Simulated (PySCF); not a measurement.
**Radial density of Nb²⁺ (niobium, charge +2)**

M06, [Kr] 4d2 5s1, 5s spin antiparallel (an excited configuration). Computed with PySCF 2.14 in x2c-QZVPPall (13s8p7d3f2g, 111 functions), with the spin-free X2C one-electron Hamiltonian (Gaussian nucleus).

| r (bohr) | 4πr²ρ (e/bohr) | 4πr²(ρα − ρβ) |
| --- | --- | --- |
| 0.0360 | 47.66 | -0.0021 |
| 0.0606 | 45.10 | -0.0013 |
| 0.102 | 62.76 | 0.0116 |
| 0.171 | 47.42 | 0.1495 |
| 0.288 | 43.85 | 0.2172 |
| 0.485 | 35.47 | 0.0228 |
| 0.816 | 10.67 | 0.2923 |
| 1.37 | 7.830 | 1.2785 |
| 2.31 | 1.653 | 0.2281 |
| 3.88 | 0.2741 | -0.1770 |
| 6.53 | 0.003601 | -0.0031 |
| 11.0 | 3.951e-05 | 0.0000 |

Densities and radii are taken from the X2C orbitals without a picture-change correction, which distorts them close to the nucleus.

With the s spin flipped the determinant is a mixture of two multiplicities, not a spectroscopic state.
